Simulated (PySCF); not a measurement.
Computed with TPSSh-D3(BJ)/def2-TZVP // BP86-D3(BJ)/def2-SVP (PySCF). Isolated molecules, 0 K electronic values unless said otherwise. One relaxed conformer stands for a flexible species; it need not be the lowest. 

Reference species: [Cd(Cl)(NH2)] (neutral, multiplicity 1).

```json
{
  "mean_distance_from_the_central_atom_to_its_bonded_neighbours": "2.165 Å",
  "coordination_number": "2",
  "charge on the central atom (Mulliken)": "0.75 e"
}
```

Changed species: [Cd(Cl)2] (0 of 2 Cl replaced by NH2; the reference has 1 of 2 Cl replaced by NH2).

### Question
What does the change do to the mean distance from the central atom to its bonded neighbours, coordination number and charge on the central atom (Mulliken)?

### Answer
the mean distance from the central atom to its bonded neighbours goes up by 0.123 Å, to 2.288 Å; the coordination number hardly moves; the charge on the central atom (Mulliken) goes up by 0.06 e, to 0.81 e.
